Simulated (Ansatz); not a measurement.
The same ligand exchange along the group Al, Ga, In.

Calculated with Ansatz (gas phase, PBE0-D4/def2-TZVP geometries, no zero-point term in ΔE). CCSD(T)/CBS is the MP2 limit (def2-TZVPP, def2-QZVPP) plus CCSD(T) − MP2 in def2-TZVPP, frozen cores. This one scheme is used for every species. Functionals use def2-TZVPP. Elements past krypton have def2 core potentials. For Br, Ga, In outer-core shells are correlated without core-valence functions, which leaves a few kJ/mol of doubt a bond. Scalar relativity is left out up to krypton. One conformer a species, not always the lowest.

```json
{"reaction": "`[SiH3][O][AlH][Br]` + NH₃ → `[NH2][AlH][Br]` + `O[SiH3]`", "CCSD(T)/CBS(def2) (kcal/mol)": "16.0"}
{"reaction": "`[SiH3][O][GaH][Br]` + NH₃ → `[NH2][GaH][Br]` + `O[SiH3]`", "CCSD(T)/CBS(def2) (kcal/mol)": "7.3"}
{"reaction": "`[SiH3][O][InH][Br]` + NH₃ → `[NH2][InH][Br]` + `O[SiH3]`", "CCSD(T)/CBS(def2) (kcal/mol)": "?"}
```

**Question.** Fill in the missing values. (Estimate.)

**Answer.** Computed: `[SiH3][O][InH][Br]` + NH₃ → `[NH2][InH][Br]` + `O[SiH3]`: +9.1 kcal/mol.

Largest T1 diagnostic: 0.013, for `[SiH3][O][InH][Br]`.
